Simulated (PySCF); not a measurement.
**Computed properties of Cl₂H₅NSi₂, SMILES N[SiH2][SiH](Cl)Cl**

Cl2H5NSi2, SMILES Cl[SiH](Cl)[SiH2]N. Geometry: B3LYP-D3(BJ)/def2-SVP. This is a generated structure with no PubChem entry under its InChIKey; it may be hypothetical. One conformer was computed; it need not be the lowest. All values are computed for the isolated molecule unless a solvent is named; none is compared with measurement here.

**Structure.** The optimised structure has Cs symmetry. All 24 harmonic modes at B3LYP-D3(BJ)/def2-SVP (PySCF) are real, so it is a minimum. With heavy atoms numbered as in [SiH:1]([Cl:2])([Cl:3])[SiH2:4][NH2:5], the shortest bond between them is Si4–N5 at 1.739 Å and the longest Si1–Si4 at 2.349 Å.

**Vibrations.** The strongest infrared lines (harmonic, unscaled, degenerate partners summed) lie at 503 cm⁻¹ (304 km/mol, H 69 %, N 25 %), 856 cm⁻¹ (210 km/mol, H 74 %, Si 21 %), 752 cm⁻¹ (182 km/mol, H 86 %, Si 13 %). The softest mode is at 38 cm⁻¹ and the zero-point energy is 35.0 kcal/mol.

**Electronic structure.** PBE0/def2-TZVP (PySCF) places the frontier levels at -7.37 and -0.81 eV, a gap of 6.56 eV, and gives a dipole moment of 1.01 D and a mean polarisability of 84.7 bohr³. PBE/def2-TZVP (PySCF) at the same geometry gives -6.11 and -1.64 eV, so its gap is 2.09 eV narrower. An orbital gap is neither the optical nor the fundamental gap.

**Excitations.** TDDFT-PBE0/def2-SVPD (PySCF) has S1 at 5.31 eV (233 nm, f = 0.017, weak); the most intense of the 10 singlets computed lies at 7.06 eV (f = 0.16). T1 (TDA) is at 4.74 eV. TDDFT-PBE/def2-SVPD (PySCF) puts S1 at 4.66 eV. No vertical singlet excitation falls in the visible range (under 3.1 eV).

**NMR.** GIAO shifts at PBE0/pcSseg-1 (PySCF) (non-relativistic, atoms alike by connectivity averaged): ¹H from 0.4 to 6.3 ppm against TMS; ²⁹Si from -45.6 to 29.6 ppm against TMS. Without spin–orbit terms, shifts of atoms bonded to Cl or Br come out too high.

**Solvation.** SMD-PBE0/def2-SVP (PySCF) gives -1.1 kcal/mol in water, -5.6 kcal/mol in 2-propanol, -4.5 kcal/mol in ethylethanoate (1 M in both phases, gas-phase geometry); of these solvents 2-propanol holds the molecule best.
